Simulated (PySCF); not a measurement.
SiCl2, SMILES Cl[Si]Cl (connectivity only; charge and spin as stated), neutral, multiplicity 1. Geometry: PBE0-D3(BJ)/def2-TZVP. The isomer is the one that the SMILES or the coordinates give; other isomers of the formula were not compared.

Method: PBE0-D3(BJ)/def2-TZVP (PySCF).

Harmonic wavenumbers (cm⁻¹): 198, 515, 520. Rotational constants (GHz): 14.49, 2.761, 2.319; symmetry number 2.

**Question.** Work out the zero-point energy and the ideal-gas rigid-rotor harmonic-oscillator thermochemistry at 298.15 K and 1 atm.

**Answer.** ZPE = ½ Σ hcν = ½ × 1232 cm⁻¹ = 7.37 kJ/mol. H − E(el) = 19.88 kJ/mol. Entropy in J/(mol K): translation 166.05, rotation 101.57, vibration 14.17, total 281.79. G − E(el) = -64.13 kJ/mol. Cp = 51.11 J/(mol K).
